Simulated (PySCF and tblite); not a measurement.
The numbers below are computed, except where a source is named.
2 regioisomers of C₈H₇Br:

```
isomer                                                       SMILES
     A  [Br:1][c:2]1[cH:3][cH:4][c:5]2[c:6]([cH:7]1)[CH2:8][CH2:9]2
     B    [Br:1][c:2]1[cH:3][cH:4][cH:5][c:6]2[c:7]1[CH2:8][CH2:9]2
```

Each isomer is a Boltzmann average at 298.15 K over at most 4 conformers: GFN2-xTB geometries, energies PBE0/pcSseg-1 (D3(BJ) added where defined), GIAO shieldings PBE0/pcSseg-1, GFN2-xTB thermal terms. Programs: PySCF with density fitting and tblite.

Task: What shifts does each isomer give (ppm)?

Result: 
A: ¹H (against TMS): 7.63 (H3, 1H), 7.45 (H7, 1H), 7.28 (H4, 1H), 3.25 (H8, 2H), 3.23 (H9, 2H). ¹³C (against TMS): 152.5 (C6), 149.8 (C5), 142.7 (C2), 136.2 (C3), 132.0 (C7), 129.0 (C4), 30.4 (C8), 30.1 (C9).

B: ¹H (against TMS): 7.58 (H3, 1H), 7.44 (H4, 1H), 7.22 (H5, 1H), 3.31 (H8, 2H), 3.22 (H9, 2H). ¹³C (against TMS): 153.0 (C6), 151.5 (C7), 137.9 (C2), 136.5 (C3), 133.9 (C4), 126.3 (C5), 30.4 (C8), 29.6 (C9).

Spin–orbit effects of the heavy atoms on shieldings are missing. At a carbon that bears Br the missing effect is some 10 ppm, beside I tens of ppm. Shifts are unscaled: against experiment ¹³C can be off by 15 ppm or more and ¹H by 0.8 ppm.
